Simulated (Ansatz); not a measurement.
Program: Ansatz. Geometries: PBE0-D4/def2-TZVP. ΔE: electronic, gas phase. CBS: MP2 limit from def2 TZ/QZ plus the TZ coupled-cluster correction, frozen cores. This one scheme is used for every species. DFT in def2-TZVPP. B3LYP here is the variant with VWN-RPA as its local correlation; programs differ in this. One conformer a species, not always the lowest.

`CB1C[SiH2]1` + CH₃OH → `COB1C[SiH2]1` + CH₄  (ligand exchange at a B–C bond)

Task: Is it downhill or uphill in electronic energy at CCSD(T)/CBS, and by how much? (An estimate is asked.)

Result: Ansatz gave: Downhill: ΔE = -131.3 kJ/mol.

Task: What do these levels give: PBE-D4, r2SCAN-D4, B3LYP-D4, ωB97M-V, r2SCAN, PBE0, B3LYP, MP2/def2-TZVPP, CCSD/def2-TZVPP, CCSD(T)/def2-TZVPP, SCS-MP2/def2-QZVPP, CCSD/CBS(def2)? (An estimate is asked.)

Result: Computed: PBE-D4 -129.7, r2SCAN-D4 -134.8, B3LYP-D4 -138.8, ωB97M-V -133.8, r2SCAN -134.4, PBE0 -129.3, B3LYP -137.7, MP2/def2-TZVPP -133.0, CCSD/def2-TZVPP -134.8, CCSD(T)/def2-TZVPP -134.0, SCS-MP2/def2-QZVPP -134.2, CCSD/CBS(def2) -132.2 kJ/mol.

Largest T1 diagnostic among the species: 0.014.

In def2-TZVPP, CCSD(T) changes the Hartree–Fock value by +11.0 kJ/mol (the triples alone add +0.9 kJ/mol) and MP2 by +11.9 kJ/mol.
